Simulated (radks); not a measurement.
Pb51+, 31 electrons, occupied as [Ar] 3d10 4s2 4p1. Method: Dirac Kohn-Sham, PBE, spin-unpolarised, spherical densities, point nucleus; open shells are shared between the two j in proportion to 2j + 1; computed with a radial shooting solver on a logarithmic mesh with Libxc functionals.

Unscreened Slater integrals over Kohn-Sham orbitals (eV). Large and small components are both included. Empty in this configuration: 4d3/2.

F0(4p3/2,4p3/2): 68.643
F2(4p3/2,4p3/2): 35.404
F0(4p3/2,4p1/2): 70.694
G2(4p3/2,4p1/2): 35.299
F0(4p3/2,4s1/2): 70.171
G1(4p3/2,4s1/2): 46.621
F0(4p3/2,3d5/2): 86.916
F2(4p3/2,3d5/2): 25.541
G1(4p3/2,3d5/2): 8.1859
G3(4p3/2,3d5/2): 8.3491
F0(4p3/2,4d3/2): 69.971
F2(4p3/2,4d3/2): 35.293
G1(4p3/2,4d3/2): 42.282
G3(4p3/2,4d3/2): 27.452
F0(4p1/2,4p1/2): 73.062
F0(4p1/2,4s1/2): 72.434
G1(4p1/2,4s1/2): 47.953
F0(4p1/2,3d5/2): 91.384
G3(4p1/2,3d5/2): 9.1563
F0(4p1/2,4d3/2): 72.257
G1(4p1/2,4d3/2): 45.927
F0(4s1/2,4s1/2): 71.892
F0(4s1/2,3d5/2): 89.824
G2(4s1/2,3d5/2): 8.7157
F0(4s1/2,4d3/2): 71.673
G2(4s1/2,4d3/2): 34.951
F0(3d5/2,3d5/2): 156.70
F2(3d5/2,3d5/2): 80.543
F4(3d5/2,3d5/2): 51.985
F0(3d5/2,4d3/2): 90.957
F2(3d5/2,4d3/2): 28.364
G2(3d5/2,4d3/2): 11.174
G4(3d5/2,4d3/2): 8.9394
F0(4d3/2,4d3/2): 71.719
F2(4d3/2,4d3/2): 36.196
